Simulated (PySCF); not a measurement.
## Basis and Hamiltonian dependence of the electron affinity of As

As- [Ar] 3d10 4s2 4p4 (3P) → As [Ar] 3d10 4s2 4p3 (4S). Calculated with PySCF 2.14 from differences of total energies of unrestricted determinants, without spin-orbit coupling. Values in eV.

```json
{"basis": "aug-cc-pVDZ-PP with ECP10MDF", "Hamiltonian": "ECP", "functions": "32", "UHF": "-0.339", "PBE": "0.796", "PBE0": "0.708", "MP2 (valence)": "0.257", "CCSD(T) (valence)": "0.357", "CCSD(T) (valence and next inner shell)": "n/a"}
{"basis": "aug-cc-pVDZ-DK", "Hamiltonian": "spin-free X2C", "functions": "36", "UHF": "-0.339", "PBE": "0.804", "PBE0": "0.714", "MP2 (valence)": "0.254", "CCSD(T) (valence)": "0.354", "CCSD(T) (valence and next inner shell)": "n/a"}
{"basis": "ANO-RCC-VTZP", "Hamiltonian": "spin-free X2C", "functions": "43", "UHF": "-0.311", "PBE": "0.841", "PBE0": "0.748", "MP2 (valence)": "0.404", "CCSD(T) (valence)": "0.558", "CCSD(T) (valence and next inner shell)": "0.573"}
{"basis": "aug-cc-pwCVDZ-PP with ECP10MDF", "Hamiltonian": "ECP", "functions": "48", "UHF": "-0.338", "PBE": "0.816", "PBE0": "0.724", "MP2 (valence)": "0.259", "CCSD(T) (valence)": "0.360", "CCSD(T) (valence and next inner shell)": "0.361"}
{"basis": "def2-TZVPPD", "Hamiltonian": "non-relativistic", "functions": "54", "UHF": "-0.703", "PBE": "0.325", "PBE0": "0.322", "MP2 (valence)": "-0.074", "CCSD(T) (valence)": "0.069", "CCSD(T) (valence and next inner shell)": "0.086"}
{"basis": "x2c-TZVPPall with one added diffuse shell each of s, p, d type", "Hamiltonian": "spin-free X2C", "functions": "57", "UHF": "-0.292", "PBE": "0.848", "PBE0": "0.755", "MP2 (valence)": "0.410", "CCSD(T) (valence)": "0.549", "CCSD(T) (valence and next inner shell)": "0.560"}
{"basis": "aug-cc-pVTZ-DK", "Hamiltonian": "spin-free X2C", "functions": "59", "UHF": "-0.298", "PBE": "0.847", "PBE0": "0.752", "MP2 (valence)": "0.454", "CCSD(T) (valence)": "0.607", "CCSD(T) (valence and next inner shell)": "n/a"}
{"basis": "aug-cc-pVQZ-PP with ECP10MDF", "Hamiltonian": "ECP", "functions": "89", "UHF": "-0.294", "PBE": "0.850", "PBE0": "0.752", "MP2 (valence)": "0.532", "CCSD(T) (valence)": "0.682", "CCSD(T) (valence and next inner shell)": "n/a"}
{"basis": "dyall-av2z", "Hamiltonian": "non-relativistic", "functions": "92", "UHF": "-0.261", "PBE": "0.879", "PBE0": "0.794", "MP2 (valence)": "0.319", "CCSD(T) (valence)": "0.415", "CCSD(T) (valence and next inner shell)": "n/a"}
{"basis": "aug-cc-pVQZ-DK", "Hamiltonian": "spin-free X2C", "functions": "93", "UHF": "-0.295", "PBE": "0.849", "PBE0": "0.751", "MP2 (valence)": "0.531", "CCSD(T) (valence)": "0.682", "CCSD(T) (valence and next inner shell)": "n/a"}
{"basis": "def2-QZVPPD", "Hamiltonian": "non-relativistic", "functions": "95", "UHF": "-0.368", "PBE": "0.699", "PBE0": "0.652", "MP2 (valence)": "0.388", "CCSD(T) (valence)": "0.546", "CCSD(T) (valence and next inner shell)": "n/a"}
{"basis": "aug-cc-pwCVTZ-PP with ECP10MDF", "Hamiltonian": "ECP", "functions": "96", "UHF": "-0.297", "PBE": "0.840", "PBE0": "0.747", "MP2 (valence)": "0.460", "CCSD(T) (valence)": "0.613", "CCSD(T) (valence and next inner shell)": "n/a"}
{"basis": "x2c-QZVPPall with one added diffuse shell each of s, p, d, f type", "Hamiltonian": "spin-free X2C", "functions": "113", "UHF": "-0.298", "PBE": "0.848", "PBE0": "0.751", "MP2 (valence)": "0.505", "CCSD(T) (valence)": "n/a", "CCSD(T) (valence and next inner shell)": "n/a"}
{"basis": "aug-cc-pVQZ-PP with one added diffuse shell each of s, p, d, f, g type with ECP10MDF", "Hamiltonian": "ECP", "functions": "114", "UHF": "-0.291", "PBE": "0.871", "PBE0": "0.758", "MP2 (valence)": "0.538", "CCSD(T) (valence)": "n/a", "CCSD(T) (valence and next inner shell)": "n/a"}
```

Extrapolation of CCSD(T) (valence) from aug-cc-pVTZ-DK and aug-cc-pVQZ-DK: the correlation parts are 0.905 and 0.977 eV; with the X⁻³ form and unrounded values, (4³ × 0.977 − 3³ × 0.905)/(4³ − 3³) = 1.029 eV, and adding the Hartree-Fock value -0.295 eV of the larger basis gives 0.734 eV.

Frozen in the all-electron rows: valence: [Ar] 3d10; valence and next inner shell: [Ne]; with a core potential, the same shells as far as they lie outside it.

At UHF, def2-TZVPPD lies more than 0.3 eV from the median of the rows with comparable relativity.

Non-relativistic rows lack the scalar-relativistic shift.

In most of these bases the highest occupied level of the anion is positive at PBE, PBE0, so the basis helps to hold the electron.

Between the lowest levels the reference is 0.804 eV (measured; photodetachment measurements, as compiled on the Wikipedia data page of electron affinities); it includes spin-orbit coupling, which these numbers lack.
